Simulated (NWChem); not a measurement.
System: CH3FOSn, singlet; SMILES C[O][Sn][F]

Here is an NWChem input.

```
start job
memory heap 200 mb stack 900 mb global 1100 mb
geometry units angstroms noautosym nocenter noautoz
  Sn     0.306501    -0.432341     0.054903
  F     -1.504164    -0.330892    -0.709175
  O      0.456248     1.518577     0.394252
  C     -0.505637     2.498567     0.118741
  H     -0.788918     3.026443     1.047584
  H     -0.091824     3.255103    -0.572697
  H     -1.421306     2.079968    -0.334365
end
basis spherical
  Sn library def2-svpd
  F library def2-svpd
  O library def2-svpd
  C library def2-svpd
  H library def2-svpd
end
ecp
  Sn library def2-ecp
end
dft
  xc slater vwn_5
  iterations 150
end
property
  response 1 0.0
end
task dft property
```

Low-valent species are run as closed-shell singlets; no triplet was tried in these runs. The geometry was optimised at PBE0/def2-SVP. def2 effective core potentials on Sn; no spin-orbit coupling.

Static field.

### Question
What results follow from this input? (LDA (Slater exchange, VWN5)/def2-SVPD with def2 effective core potentials on Sn.) Quantities: isotropic polarisability (bohr³); anisotropy (bohr³).

### Answer
```
Item                              Value
--------------------------------  -----
isotropic polarisability (bohr³)   59.6
anisotropy (bohr³)                 27.2
```
